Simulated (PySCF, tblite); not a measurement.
Isomers of C10H14. Method: GFN2-xTB as coded in tblite; computed harmonic values from a numerical Hessian at the method's own geometry, unscaled. Errors from tens to a few hundred cm⁻¹ against measured bands are possible. One conformer each.

Electronic energies: PBE0/pcSseg-1 single points on the GFN2-xTB geometries (PySCF, gas phase).

| SMILES | electronic energy, lowest = 0 (kJ/mol) |
| --- | --- |
| C#CC[C@@H](C#C)C(C)(C)C | 248.8 |
| CC(C)(C)C=C1C=CC=C1 | 0.0 |
| C1CC1[C@@H]1C[C@H]1[C@H]1[C@@H]2C[C@@H]21 | 222.8 |

**Question.** How do GFN2-xTB zero-point energies change the relative energies?

**Answer.** 
```json
{"SMILES": "CC(C)(C)C=C1C=CC=C1", "ZPE (kJ/mol)": "543.7", "of it from modes above 1550 cm⁻¹": "276.3", "electronic (kJ/mol)": "0.0", "with ZPE, lowest = 0 (kJ/mol)": "0.0", "lowest mode (cm⁻¹)": "75", "rings": "1"}
{"SMILES": "C1CC1[C@@H]1C[C@H]1[C@H]1[C@@H]2C[C@@H]21", "ZPE (kJ/mol)": "547.5", "of it from modes above 1550 cm⁻¹": "257.5", "electronic (kJ/mol)": "222.8", "with ZPE, lowest = 0 (kJ/mol)": "226.5", "lowest mode (cm⁻¹)": "44", "rings": "4"}
{"SMILES": "C#CC[C@@H](C#C)C(C)(C)C", "ZPE (kJ/mol)": "534.3", "of it from modes above 1550 cm⁻¹": "284.2", "electronic (kJ/mol)": "248.8", "with ZPE, lowest = 0 (kJ/mol)": "239.4", "lowest mode (cm⁻¹)": "47", "rings": "0"}
```

The zero-point energies span 13.2 kJ/mol, from `C#CC[C@@H](C#C)C(C)(C)C` to `C1CC1[C@@H]1C[C@H]1[C@H]1[C@@H]2C[C@@H]21`. The order is unchanged.

**Question.** And how do the electronic energies of GFN2-xTB itself compare?

**Answer.** `CC(C)(C)C=C1C=CC=C1` 0.0; `C1CC1[C@@H]1C[C@H]1[C@H]1[C@@H]2C[C@@H]21` 166.9; `C#CC[C@@H](C#C)C(C)(C)C` 200.5 kJ/mol, lowest = 0. Against the energies above, taken from the same isomer `CC(C)(C)C=C1C=CC=C1`, the largest difference is 55.9 kJ/mol.

**Question.** What do entropy and thermal enthalpy add at 298.15 K and 1 bar (rigid rotor, harmonic oscillator, one conformer each)?

**Answer.** 
```tsv
SMILES	point group	symmetry number	S (J/(mol K))	H − H(0) (kJ/mol)	ZPE + H − H(0) − TS (kJ/mol)
CC(C)(C)C=C1C=CC=C1	Cs	1	416.6	30.72	450.2
C1CC1[C@@H]1C[C@H]1[C@H]1[C@@H]2C[C@@H]21	C1	1	408.9	27.79	453.3
C#CC[C@@H](C#C)C(C)(C)C	C1	1	453.2	35.51	434.7
```
